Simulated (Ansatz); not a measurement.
Conformers and stereoisomers of C$_{2}$BrClF$_{2}$, SMILES `FC(Cl)=C(F)Br`, each relaxed with PBE0-D4/def2-TZVP in Ansatz. CBS adds the triple-zeta coupled-cluster correction to the MP2 limit.

Outer-core shells of Br are correlated without core-valence functions. Scalar relativity is left out up to krypton. Spin–orbit coupling is left out.

Not all of them had a frequency check.

Conformer A:

Cartesian coordinates in Å:
```
F 1.347 -0.322 1.080
C 0.638 0.205 0.101
Cl 1.452 1.377 -0.814
C -0.615 -0.170 -0.130
F -1.318 0.363 -1.111
Br -1.504 -1.453 0.873
```

Conformer B:

Cartesian coordinates in Å:
```
F 0.113 1.319 -1.262
C -0.185 0.640 -0.166
Cl -1.143 1.481 0.944
C 0.265 -0.602 -0.013
F 1.010 -1.153 -0.958
Br -0.060 -1.684 1.455
```

Which is lowest in electronic energy at CCSD(T)/CBS (frozen core, def2 sets), and by how much? (An estimate is asked.)

The calculation gave: A; B lies 2.2 kJ/mol higher.

Give the energies relative to A (kJ/mol) with PBE-D4/def2-TZVPP, PBE0-D4/def2-TZVPP, ωB97X-V/def2-TZVPP, ωB97M-V/def2-TZVPP, CCSD(T)/def2-TZVPP, MP2/def2-QZVPP, SCS-MP2/def2-QZVPP. (Estimate.)

Computed: 
| level | B |
| --- | --- |
| PBE-D4/def2-TZVPP | 3.4 |
| PBE0-D4/def2-TZVPP | 3.7 |
| ωB97X-V/def2-TZVPP | 3.2 |
| ωB97M-V/def2-TZVPP | 3.5 |
| CCSD(T)/def2-TZVPP | 3.6 |
| MP2/def2-QZVPP | 2.2 |
| SCS-MP2/def2-QZVPP | 2.4 |
